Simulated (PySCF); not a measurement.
# `C=N[Si@@H](C)C(N)=O`, C3H8N2OSi

Cartesian coordinates in Å; atom numbers follow the order of the lines, from 1:
```xyz
15

C     2.4612    0.6377   -0.0456
N     1.2736    0.3341    0.2011
Si    0.0160   -0.5102   -0.6212
C    -0.4775   -1.8993    0.5765
C    -1.3841    0.8107   -0.6470
N    -1.3927    1.6988    0.3677
O    -2.2423    0.8063   -1.5089
H     3.0033    0.3507   -0.9488
H     3.0205    1.2267    0.6777
H     0.2143   -1.0099   -1.9845
H    -1.4471   -2.3058    0.3084
H    -0.5374   -1.5383    1.5991
H     0.2422   -2.7113    0.5538
H    -2.1103    2.4072    0.4128
H    -0.6440    1.7106    1.0371
```

Computed, not measured: PySCF 2.14.0, GIAO HF/pcSseg-1 magnetisability, rotational g tensor and spin-rotation constants, non-relativistic, gas phase. Geometry: GFN2-xTB.

**Question.** What are the magnetisability and the molar susceptibility?

**Answer.** Isotropic -1009 × 10⁻³⁰ J/T², or -60.8 × 10⁻⁶ cm³/mol; principal values -1146, -994, -888 × 10⁻³⁰ J/T², anisotropy 225 × 10⁻³⁰ J/T² (root of half the summed squared differences of the principal values). The susceptibility is in cgs units.

**Question.** Split it along the inertial axes a, b, c into diamagnetic and paramagnetic parts about the centre of mass, with the quadrupole moment.

**Answer.** 
```
axis  χ (10⁻⁶ cm³/mol)  diamagnetic (10⁻⁶ cm³/mol)  paramagnetic (10⁻⁶ cm³/mol)  summed x² of all electrons (Å²)  quadrupole Θ (D Å)
   a             -56.4                      -547.4                        491.0                            157.0               -4.68
   b             -64.8                      -839.8                        775.1                             88.1               +5.76
   c             -61.2                     -1039.6                        978.5                             41.0               -1.08
```
Anisotropies 2χaa − χbb − χcc = +13.2 and 2χbb − χaa − χcc = -11.9 × 10⁻⁶ cm³/mol. Θ is traceless in Buckingham's convention.

**Question.** And the rotational g tensor?

**Answer.** 
| axis | rotational constant (GHz) | g | nuclear part | electronic part |
| --- | --- | --- | --- | --- |
| a | 2.8415 | -0.0382 | 0.6173 | -0.6554 |
| b | 1.6006 | -0.0198 | 0.5630 | -0.5828 |
| c | 1.2731 | -0.0155 | 0.5697 | -0.5852 |

Asymmetric top; isotopes 12C, 1H, 14N, 16O, 28Si; no vibrational averaging.
